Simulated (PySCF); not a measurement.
This PySCF input asks for the NMR shieldings of `InChI=1S/C5H6BFO/c7-6-3-1-5(8)2-4-6/h1,3H,2,4H2`; the geometry comes from GFN2-xTB.

```python
import basis_set_exchange as bse
import numpy as np
from pyscf import gto, dft
from pyscf.prop import nmr

atoms = """
O    -0.481688   -2.557311    0.447692
C    -0.175361   -1.442982    0.087214
C     1.241902   -1.018075    0.035062
C     1.626833    0.265616    0.024506
B     0.564361    1.395106    0.111437
F     0.934440    2.661779    0.198200
C    -0.958001    0.983785    0.158238
C    -1.196442   -0.432440   -0.382674
H     1.954096   -1.834238    0.056103
H     2.686524    0.487624   -0.000564
H    -1.277743    1.010705    1.205362
H    -1.607081    1.689758   -0.363028
H    -1.120167   -0.412218   -1.474274
H    -2.192350   -0.797582   -0.125442
"""
names = dict.fromkeys(["O", "C", "B", "F", "H"], "pcSseg-1")
basis = {el: gto.basis.parse(bse.get_basis(n, elements=[el], fmt="nwchem")) for el, n in names.items()}
mol = gto.M(atom=atoms, basis=basis, charge=0, verbose=0)
mf = dft.RKS(mol, xc="PBE0")
mf.grids.level = 2
mf.grids.alignment = dft.numint.BLKSIZE   # the property module wants whole blocks of grid points
mf.conv_tol = 1e-9
mf.kernel()

calc = nmr.RKS(mf)   # GIAO
C = mf.mo_coeff
Co = C[:, mf.mo_occ > 0]
resp = mf.gen_response(singlet=True, hermi=2)
def vind(x):   # induced exchange potential for any number of trial vectors
    d = np.einsum("pi,xij,qj->xpq", C, 2 * x.reshape(-1, C.shape[1], Co.shape[1]), Co, optimize=True)
    return np.einsum("xpq,pi,qj->xij", resp(d - d.transpose(0, 2, 1)), C, Co, optimize=True).ravel()
mo1, _ = nmr.rhf.solve_mo1(calc, with_cphf=vind)
sigma = calc.kernel(mo1)
for i, s in enumerate(sigma):   # ppm
    w = np.linalg.eigvalsh((s + s.T) / 2)
    print("%2d %-2s iso %8.1f  s11 %8.1f  s22 %8.1f  s33 %8.1f" % (i, mol.atom_pure_symbol(i), w.mean(), *w))
```

**Question.** What does it print?

**Answer.** 
```
 0 O  iso   -388.5  s11  -1076.4  s22   -423.1  s33    334.0
 1 C  iso    -21.6  s11   -110.6  s22    -57.8  s33    103.5
 2 C  iso     22.4  s11   -107.5  s22     40.0  s33    134.8
 3 C  iso     39.9  s11    -86.4  s22     36.6  s33    169.3
 4 B  iso     48.7  s11     -8.8  s22     65.0  s33     89.9
 5 F  iso    207.3  s11     31.5  s22    115.1  s33    475.5
 6 C  iso    167.3  s11    155.3  s22    165.3  s33    181.2
 7 C  iso    143.8  s11    125.6  s22    133.2  s33    172.5
 8 H  iso     24.5  s11     21.3  s22     23.7  s33     28.5
 9 H  iso     24.7  s11     21.6  s22     24.5  s33     28.1
10 H  iso     30.3  s11     25.8  s22     29.3  s33     35.7
11 H  iso     30.2  s11     25.6  s22     29.2  s33     35.6
12 H  iso     29.1  s11     26.4  s22     27.5  s33     33.3
13 H  iso     28.9  s11     24.7  s22     28.4  s33     33.6
```

These numbers come from an equivalent density-fitted implementation of the same equations, which agrees with the script to about 0.01 ppm for H and up to a few tenths of a ppm for heavy atoms, so last digits may differ.

Size and cost of the density-fitted run: 166 basis functions, 43 s wall time on 1 thread of an Arm Neoverse N1, shared host; peak memory 0.74 GiB.
